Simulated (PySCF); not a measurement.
H₆Mo, charge -1, multiplicity 2. Atoms are numbered in the order given.

```xyz
7

Mo     0.0000     0.0000     0.0737
H     -1.7529     0.0000     0.5527
H      0.0000     1.4603    -0.7541
H     -0.8679     0.0000    -1.3468
H      1.7529     0.0000     0.5527
H      0.8679     0.0000    -1.3468
H      0.0000    -1.4603    -0.7541
```
Charge -1, spin multiplicity 2.

Geometry: r2SCAN-D4/def2-TZVPD. The geometry has at least one imaginary mode, so it is a saddle point at that level. The multiplicity is an assumed one; other spin states were not compared. The def2 effective core potentials stand for the cores of Mo; spin–orbit coupling is left out.

These are PBE/def2-TZVPD (PySCF) values and carry that method's errors.

 A positive occupied level means that this level leaves the electron formally unbound; only the finite basis holds it.

Computed frontier levels, dipole moment and polarisability:
| Property | Value |
|---|---|
| α spin, highest occupied and lowest empty level | 0.77 and 1.89 eV |
| β spin, highest occupied and lowest empty level | -0.62 and 2.07 eV |
| dipole moment about the centre of nuclear charge | 2.66 D |
| mean static polarisability | 78.1 bohr³ (11.57 Å³) |
| polarisability, principal values | 65.1, 75.5, 93.7 bohr³ |
| ⟨S²⟩ | 0.759 (pure state 0.75) |
